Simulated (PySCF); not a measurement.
The multiplicity is imposed and other spin states were not computed.

[Cu(C2H4)(CN)] (charge 0, multiplicity 1)

These are PBE-D3(BJ)/def2-TZVP // TPSS-D3(BJ)/def2-SVP in PySCF values and carry that method's errors.

```yaml
HOMO: -6.58 eV
dipole_moment: 8.04 D
HOMO–LUMO gap: 3.10 eV
LUMO: -3.48 eV
charge on the central atom (Mulliken): -0.09 e
charge on the central atom (meta-Löwdin): 0.59 e
total_energy: -1811.6086 Ha
cost: around 110 core-seconds (rough)
```

Bonds (Å): Cu1–C2 2.063, Cu1–C3 2.064, Cu1–C8 1.866, C2–C3 1.379, C2–H4 1.098, C2–H5 1.098, C3–H6 1.098, C3–H7 1.098, C8–N9 1.176. Bond angles (°): C2–Cu1–C3 39.0, C2–Cu1–C8 160.5, C3–Cu1–C8 160.5, Cu1–C2–C3 70.5, Cu1–C2–H4 104.7, Cu1–C2–H5 104.7, C3–C2–H4 121.3, C3–C2–H5 121.3, H4–C2–H5 116.5, Cu1–C3–C2 70.4, Cu1–C3–H6 104.7, Cu1–C3–H7 104.7, C2–C3–H6 121.3, C2–C3–H7 121.3, H6–C3–H7 116.5, Cu1–C8–N9 179.9.
